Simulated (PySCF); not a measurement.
**LiIn: from constants to spectrum**

RHF-CCSD(T) constants of LiIn, ¹Σ⁺ (singlet), closed shell (PySCF, scalar-relativistic core potentials, basis sets Li aug-cc-pVDZ, In aug-cc-pVDZ-PP with ECP28; masses 7.0160 and 114.9039 u):

| Quantity | Value |
| --- | --- |
| ωe | 265.8 cm⁻¹ |
| ωexe | 1.81 cm⁻¹ |
| Be | 0.28295 cm⁻¹ |
| αe | 0.00273 cm⁻¹ |
| D (centrifugal) | 1.28e-06 cm⁻¹ |
| De to Li + In | 0.95 eV |

Q: Estimate the standard entropy (1 bar) and heat capacity of the ideal gas at 298.15 K, rigid rotor with B0 and harmonic oscillator at the fundamental.

A: Translation (Sackur–Tetrode, M = 121.92 u): 168.8 J/(mol K). Rotation: q = kT/(σB0) = 736 with σ = 1, 63.2. Vibration: x = hcν0/kT = 1.27, 6.89. S° = 238.9 J/(mol K); Cp = 7R/2 + 7.29 = 36.4 J/(mol K).

Correlated steps freeze 4 core orbitals. Correlated levels converge slowly with the basis: in double zeta they bind strong bonds too weakly, by up to about 1 eV, and carry superposition errors of some tenths. These are scalar-relativistic numbers at best; spin–orbit coupling would shift them, the dissociation energy most. Where the molecule has an RHF reference, its open-shell atoms are computed with UHF.
